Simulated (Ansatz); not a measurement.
Stepwise reaction of `[F][SnH]([F])[F]` with hydrogen, as a gas-phase model of exchange steps in deposition or etching. ΔE in kJ/mol; ΔG adds harmonic PBE0-D4 terms to CCSD(T)/CBS, at 1 bar.

Calculated with Ansatz (gas phase, PBE0-D4/def2-TZVP geometries, no zero-point term in ΔE). CBS: MP2 limit from def2 TZ/QZ plus the TZ coupled-cluster correction, frozen cores. This one scheme is used for every species. Functionals use def2-TZVPP. B3LYP here is the variant with VWN-RPA as its local correlation; programs differ in this. Elements past krypton have def2 core potentials. For Sn outer-core shells are correlated without core-valence functions, which leaves a few kJ/mol of doubt a bond.

| step | reaction | PBE-D4 | B3LYP-D4 | ωB97M-V | CCSD(T)/CBS | ΔG(500 K) |
| --- | --- | --- | --- | --- | --- | --- |
| 1 | `[F][SnH]([F])[F]` + H₂ → `[F][SnH2][F]` + H–F | 31.7 | 31.9 | 30.1 | 30.6 | 28.3 |
| 2 | `[F][SnH2][F]` + H₂ → `[F][SnH3]` + H–F | 43.3 | 44.6 | 41.3 | 41.7 | 42.6 |
| 3 | `[F][SnH3]` + H₂ → `[SnH4]` + H–F | 35.1 | 38.7 | 34.3 | 34.4 | 39.2 |

Question: By hand: ΔE of the 3 steps together at CCSD(T)/CBS.

Answer: (30.6) + (41.7) + (34.4) = 106.7 kJ/mol, or 35.6 kJ/mol a step.

In ΔE step 1 is the lowest and step 2 the highest. All are uphill at CCSD(T)/CBS. ΔG lies between 28.3 and 42.6 kJ/mol a step. PBE-D4 differs from CCSD(T)/CBS by 0.7 to 1.6 kJ/mol a step. Isolated molecules leave out the surface, adducts and barriers. Largest T1 diagnostic: 0.015.
